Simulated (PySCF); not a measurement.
Orbital gap (eV) of eight silicon and germanium compounds: PBE beside CAM-B3LYP, computed with PySCF for isolated molecules in the bases named; differences from unrounded values. The eight are the first of their class met in an unordered collection, after screening for sound electronic states; none was chosen by its value. Each molecule has one DFT geometry for both levels.

```
molecule                                                  basis  CAM-B3LYP   PBE  difference
----------------------------------------------------  ---------  ---------  ----  ----------
C₂H₇NOSi₂, SMILES CC1=N[SiH2]O[SiH2]1                 def2-TZVP       8.44  3.49       -4.95
C3H8O2Si, SMILES CO[Si@@H](C=C)O                      def2-TZVP       9.83     …           …
CH5FO2Si2, SMILES F[Si@H]1OC[SiH2]O1                  def2-TZVP      10.55  5.81       -4.74
CH₆FNOSi₂, SMILES F[Si@H]1N[SiH2]CO1                  def2-TZVP      10.08  5.49       -4.60
C2H12OSi3, SMILES [SiH2](OCC)[SiH2][SiH3]             def2-TZVP       9.38  4.97       -4.42
C3H7NOSi, SMILES C1=CO[SiH2]NC1                       def2-TZVP       9.18     …           …
C₂H₆O₂Si, SMILES O[SiH]1COC1                          def2-TZVP       9.60  5.00       -4.60
trisilylamine (H₉NSi₃), SMILES [SiH3]N([SiH3])[SiH3]  def2-TZVP       9.63     …           …
```

Q: What belongs in the gaps? (The exact figures need the calculation; the answer reports its results.)

A: 
- C3H8O2Si, SMILES CO[Si@@H](C=C)O, PBE: 4.95
- C3H8O2Si, SMILES CO[Si@@H](C=C)O, difference: -4.88
- trisilylamine (H₉NSi₃), SMILES [SiH3]N([SiH3])[SiH3], PBE: 5.10
- trisilylamine (H₉NSi₃), SMILES [SiH3]N([SiH3])[SiH3], difference: -4.53
- C3H7NOSi, SMILES C1=CO[SiH2]NC1, PBE: 4.76
- C3H7NOSi, SMILES C1=CO[SiH2]NC1, difference: -4.42

PBE lies below CAM-B3LYP in 8 and above it in 0 of the eight; the mean signed difference is -4.64 and the largest -4.95 eV.
